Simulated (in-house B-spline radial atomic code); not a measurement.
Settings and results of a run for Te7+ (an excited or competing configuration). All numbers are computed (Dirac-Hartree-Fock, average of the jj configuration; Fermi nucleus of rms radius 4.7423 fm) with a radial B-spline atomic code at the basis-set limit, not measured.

In the input, a minus or plus after the letter marks the j = l - 1/2 or j = l + 1/2 subshell.

Command:
```bash
python run_scf.py task.json out
```
Settings (nuclear radius in fm, mass in u):
```
Z                52
configuration    1s2 2s2 2p6 3s2 3p6 3d10 4s2 4p6 4d-3 4d+6
hamiltonian      dirac
method           hf
spin_polarised   False
nucleus          fermi
rms_radius       4.7423
atomic_mass      129.90622
speed_of_light   137.035999084
```

Output (hartree, bohr):
```
 radial grid: 66 intervals, B-splines of order 8, outer radius 13.5065 bohr

 iter        energy (Eh)    residual
    1       -6758.514571    1.11e+00
    2       -6777.271979    4.57e-01
    3       -6780.899415    1.53e-01
    4       -6781.244988    5.16e-02
    5       -6781.276103    1.64e-02
    6       -6781.281547    1.67e-03
    7       -6781.281572    8.14e-05
    8       -6781.281572    6.80e-06
    9       -6781.281572    6.00e-07
   10       -6781.281572    4.01e-08

 total energy                     -6781.28157
 kinetic                            7172.1094
 electron-nucleus                 -16312.1481
 electron-electron                  2358.7572

 first-order corrections (not in the total)
   Gaunt                             5.6415
   retardation                      -0.5796
   frequency dependence             -0.0529
   self-energy                       3.8362
   Uehling                          -0.5157
   Wichmann-Kroll                    0.0114
   recoil                            0.0194

 orbital      occ     eigenvalue          <r>       <r^2>       <1/r>       r_max    small
 1s1/2      2.000     -1179.6467    0.0278053  0.00104766      55.574     0.01794  3.66e-02
 2s1/2      2.000      -187.5526      0.11926   0.0168368     12.9653      0.1014  7.83e-03
 2p1/2      2.000      -175.4498     0.100907   0.0125262     12.9093     0.07803  7.82e-03
 2p3/2      4.000      -165.3350     0.106448   0.0138115     11.9521      0.0827  7.44e-03
 3s1/2      2.000       -41.7680     0.320115    0.117239     4.62793      0.2919  2.32e-03
 3p1/2      2.000       -36.7542     0.311003    0.112363     4.52808      0.2789  2.25e-03
 3p3/2      4.000       -34.8172     0.322076    0.120323     4.29639      0.2891  2.15e-03
 3d3/2      4.000       -26.0666     0.293874    0.102266     4.13143      0.2362  2.02e-03
 3d5/2      6.000       -25.6902     0.296915    0.104188     4.07647       0.239  1.99e-03
 4s1/2      2.000       -10.6126     0.760822    0.652162     1.82757      0.6996  6.32e-04
 4p1/2      2.000        -8.7427     0.793742    0.715029     1.72361      0.7194  5.77e-04
 4p3/2      4.000        -8.4364     0.818152    0.759261     1.65616       0.742  5.52e-04
 4d3/2      3.000        -5.4463     0.915646    0.968779     1.43451      0.7941  4.34e-04
 4d5/2      6.000        -5.3950     0.925482    0.988808     1.41346      0.8021  4.23e-04
```

Time taken, with all properties: 1.1 s on 1 thread of Arm Neoverse V1, on a shared host.

For the Dirac Hamiltonian the kinetic term is c α·p + (β - 1)c².
